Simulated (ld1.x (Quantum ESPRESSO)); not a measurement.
# Ranking TM potentials for S (Z = 16)

All share these settings but for the change named:

- Element: sulfur (S)
- Generator: ld1.x (Quantum ESPRESSO) 7.5
- Type: norm-conserving Troullier–Martins (Kleinman–Bylander form)
- Functional: PBE
- Relativity: scalar-relativistic
- Frozen core: [Ne]
- Valence charge: 6
- Reference configuration: 3s1.5 3p4.5
- Partial waves: 3p (bound): rc 1.55 bohr; 3s (bound): rc 1.45 bohr
- Local potential: the s channel
- Core correction: a·sin(br)/r model core inside 1.00 bohr

Test errors are all-electron minus pseudo excitation energies from the reference, over 3s2 3p4; 3s2 3p3; 3s2 3p2; 3s2 3p3.5; 3s2 3p0; 3s2 3p1; 3s1 3p4. None of these files shows a bound ghost.

The base gives 200.9 meV.

Of 6 variants that were run, those that failed, showed a ghost or another fault, or gave nearly equal values are left out.

A variant can come out equal or close to the base, since the largest error may sit in a test that the change hardly touches while other tests move.

Rank these variants by their largest absolute test error, smallest first.
A. wave 3p (bound): rc 1.55 bohr becomes 3p (bound): rc 2.26 bohr
B. wave 3p (bound): rc 1.55 bohr becomes 3p (bound): rc 1.26 bohr
C. wave 3p (bound): rc 1.55 bohr becomes 3p (bound): rc 1.56 bohr
D. wave 3p (bound): rc 1.55 bohr becomes 3p (bound): rc 2.02 bohr

A (86.5 meV), D (145.8 meV), B (166.0 meV), C (202.4 meV).
